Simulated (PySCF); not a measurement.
All values below come from PySCF with TPSSh-D3(BJ)/def2-TZVP // CAM-B3LYP-D3(BJ)/def2-TZVP. All species are isolated molecules in the gas phase. One relaxed conformer stands for a flexible species; it need not be the lowest. Delta-SCF ions had no search for a lower state. 

Reference species (SMILES): `B` (neutral, multiplicity 1).

The HOMO comes out as -9.29 eV and the LUMO comes out as -2.30 eV. The vertical ionisation energy (Delta-SCF) is 13.02 eV and the HOMO–LUMO gap comes out as 6.98 eV.

Changed species: `B(S)S` (H–S–B–S torsion 0°, S–B–S–H torsion 0°) (1 of 3 SH replaced by H; the reference has 3 of 3 SH replaced by H).

Task: Give the shifts of the HOMO, LUMO, vertical ionisation energy (Delta-SCF) and HOMO–LUMO gap.

Result: the HOMO increases by 2.26 eV, to -7.03 eV; the LUMO goes up by 0.98 eV, to -1.32 eV; the vertical ionisation energy (Delta-SCF) falls by 3.36 eV, to 9.66 eV; the HOMO–LUMO gap falls by 1.28 eV, to 5.70 eV.
